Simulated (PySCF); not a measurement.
**Electron correlation in N⁺ (nitrogen, charge +1)**

[He] 2s2 2p2, high-spin 3P determinant. All numbers are calculated (PySCF 2.14, the spin-free X2C one-electron Hamiltonian (Gaussian nucleus), in aug-cc-pVDZ-DK). Frozen: 1s2; 4 electrons correlated.

MP2 pair energies summed by pair of shells (mhartree):

| pair | energy | share (%) |
| --- | --- | --- |
| 2s-2p | -32.26 | 58.8 |
| 2s-2s | -17.32 | 31.6 |
| 2p-2p | -5.27 | 9.6 |

Total MP2 correlation energy: -54.84 mhartree.

Same-spin part -8.79 and opposite-spin part -46.06 mhartree; SCS-MP2 scales them by 1/3 and 6/5 to -58.20 mhartree.
